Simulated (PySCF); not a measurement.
CH₃O (SMILES [CH2-]O), charge -1, singlet, at a GFN2-xTB geometry (in this run its highest filled SCF level lies above zero, so its values depend strongly on the basis, on diffuse functions most of all); DF-PBE0/6-31G** (PySCF).

Here is a job for PySCF.
```python
from pyscf import gto, scf, dft

mol = gto.M(
    atom='''
C    -0.202797    0.760332   -0.010878
O    -0.065015   -0.728024    0.008644
H     0.872047   -0.976157    0.018146
H     0.426340    1.130303    0.880171
H     0.438520    1.108051   -0.902205
''',
    basis='6-31g**',
    charge=-1,
    spin=0,
    verbose=4,
    max_memory=1800,
)

mf = dft.RKS(mol)
mf.xc = 'pbe0'
mf = mf.density_fit(auxbasis='def2-universal-jkfit')
mf.kernel()
```

Task: Write the output that PySCF gives for this input, abridged.

Result: 
```
PySCF version 2.14.0

[INPUT] verbose = 4
[INPUT] num. atoms = 5
[INPUT] num. electrons = 18
[INPUT] charge = -1
[INPUT] spin (= nelec alpha-beta = 2S) = 0
[INPUT] symmetry False subgroup None
[INPUT] Mole.unit = angstrom
[INPUT] Symbol           X                Y                Z      unit          X                Y                Z       unit  Magmom
[INPUT]  1 C     -0.202797000000   0.760332000000  -0.010878000000 AA   -0.383230788883   1.436819243743  -0.020556440783 Bohr   0.0
[INPUT]  2 O     -0.065015000000  -0.728024000000   0.008644000000 AA   -0.122860543989  -1.375765972110   0.016334792621 Bohr   0.0
[INPUT]  3 H      0.872047000000  -0.976157000000   0.018146000000 AA    1.647929997749  -1.844669384577   0.034290970256 Bohr   0.0
[INPUT]  4 H      0.426340000000   1.130303000000   0.880171000000 AA    0.805665835947   2.135963107774   1.663282132785 Bohr   0.0
[INPUT]  5 H      0.438520000000   1.108051000000  -0.902205000000 AA    0.828682700144   2.093912922050  -1.704920358213 Bohr   0.0

nuclear repulsion = 33.1917004532706
number of shells = 21
number of NR pGTOs = 75
number of NR cGTOs = 43
basis = 6-31g**
ecp = {}

******** <class 'pyscf.df.df_jk.DFRKS'> ********
method = DFRKS
initial guess = minao
damping factor = 0
level_shift factor = 0
DIIS = <class 'pyscf.scf.diis.CDIIS'>
diis_start_cycle = 1
diis_space = 8
diis_damp = 0
SCF conv_tol = 1e-09
SCF conv_tol_grad = None
SCF max_cycles = 50
direct_scf = False
XC library pyscf.dft.libxc version 7.1.2
    S. Lehtola, C. Steigemann, M. J. T. Oliveira, and M. A. L. Marques,  SoftwareX 7, 1–5 (2018)
XC functionals = pbe0
    C. Adamo and V. Barone,  J. Chem. Phys. 110, 6158 (1999)
    M. Ernzerhof and G. E. Scuseria,  J. Chem. Phys. 110, 5029 (1999)
radial grids:
    Treutler-Ahlrichs [JCP 102, 346 (1995); DOI:10.1063/1.469408] (M4) radial grids

becke partition: Becke, JCP 88, 2547 (1988); DOI:10.1063/1.454033
pruning grids: <function nwchem_prune>
grids dens level: 3
symmetrized grids: False
atomic radii adjust function: <function treutler_atomic_radii_adjust>
small_rho_cutoff = 0
Set gradient conv threshold to 3.16228e-05
Initial guess from minao.
tot grids = 57624
******** <class 'pyscf.df.df.DF'> ********
auxbasis = def2-universal-jkfit
init E= -114.775849393949
  HOMO = -0.217981027756923  LUMO = 0.0280285062426109  gap/eV = 6.69426
cycle= 1 E= -114.740067360778  delta_E= 0.0358  |g|= 0.745  |ddm|=  1.9
  HOMO = 0.223828092070229  LUMO = 0.364497151209628  gap/eV = 3.82780
cycle= 2 E= -114.649475905736  delta_E= 0.0906  |g|= 1.02  |ddm|= 1.89
  HOMO = 0.130993272391821  LUMO = 0.316110319525334  gap/eV = 5.03729
cycle= 3 E= -114.867108496807  delta_E= -0.218  |g|= 0.0708  |ddm|=  1.1
  HOMO = 0.112165925595745  LUMO = 0.318787942168246  gap/eV = 5.62247
cycle= 4 E= -114.867975852622  delta_E= -0.000867  |g|= 0.0378  |ddm|= 0.0893
  HOMO = 0.117311724067716  LUMO = 0.318674121053798  gap/eV = 5.47935
cycle= 5 E= -114.868310819407  delta_E= -0.000335  |g|= 0.00451  |ddm|= 0.0365
  HOMO = 0.116720086630776  LUMO = 0.318269856659794  gap/eV = 5.48445
cycle= 6 E= -114.868315664502  delta_E= -4.85e-06  |g|= 0.000453  |ddm|= 0.00592
  HOMO = 0.116667445243501  LUMO = 0.318266668633875  gap/eV = 5.48579
cycle= 7 E= -114.868315723979  delta_E= -5.95e-08  |g|= 3.95e-05  |ddm|= 0.00105
  HOMO = 0.116662722558619  LUMO = 0.318262479120015  gap/eV = 5.48581
cycle= 8 E= -114.868315725238  delta_E= -1.26e-09  |g|= 9.36e-06  |ddm|= 0.000264
  HOMO = 0.116663729794359  LUMO = 0.318262622445097  gap/eV = 5.48579
cycle= 9 E= -114.868315725297  delta_E= -5.93e-11  |g|= 2.33e-06  |ddm|= 5.65e-05
  HOMO = 0.116664036603038  LUMO = 0.318262852289703  gap/eV = 5.48578
Extra cycle  E= -114.8683157253  delta_E= -2.13e-12  |g|= 1.8e-06  |ddm|= 9.9e-06
converged SCF energy = -114.8683157253
```
